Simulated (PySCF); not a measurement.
CdI, SMILES [Cd][I] (connectivity only; charge and spin as stated), neutral, multiplicity 2.

Geometry optimised at PBE-D3(BJ)/def2-TZVP. The multiplicity is an assumed one; other spin states were not compared. The def2 effective core potentials stand for the cores of Cd, I; spin–orbit coupling is left out.

Level of theory: PySCF with PBE-D3(BJ)/def2-TZVP.

Frequencies are harmonic and unscaled.

```csv
mode,ν (cm⁻¹),IR (km/mol),moving atoms (share of kinetic energy)
1,155,7.9,"Cd 53 %, I 47 %"
```
